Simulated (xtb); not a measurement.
C₂H₂BClO, SMILES C#CB(O)Cl. All values are semi-empirical tight-binding results from xtb (GFN2-xTB unless named), good for trends rather than for accurate numbers. Geometry optimised at GFN2-xTB. The values are those of a single conformer.

Optimised geometry:

```xyz
7

B     -0.3942    -0.0690     0.0000
C      0.1251     1.3655     0.0000
C      0.5501     2.4910     0.0000
H      0.9281     3.4725     0.0000
Cl     0.7545    -1.3668     0.0000
O     -1.6866    -0.4141     0.0000
H     -2.3422     0.2830     0.0000
```

```
Item                                             Value
---------------------------------------  -------------
point group as xtb finds it                         Cs
orbital gap                                    4.32 eV
dipole moment                                   3.72 D
zero-point energy                        23.5 kcal/mol
G − E(el) at 298.15 K (modified RRHO)     4.9 kcal/mol
static polarisability (D4 model)            51.3 bohr³
solvation energy, GFN2-xTB/ALPB(water)   -7.2 kcal/mol
solvation energy, GFN2-xTB/ALPB(hexane)  -5.0 kcal/mol
```

Computed atomic charges and the Wiberg bond orders between heavy atoms:
charges (e) B1 0.44, C2 -0.11, C3 -0.07, H4 0.09, Cl5 -0.25, O6 -0.42, H7 0.32. Bond orders B1–C2 1.02, C2–C3 2.89, B1–Cl5 1.03, B1–O6 1.26.
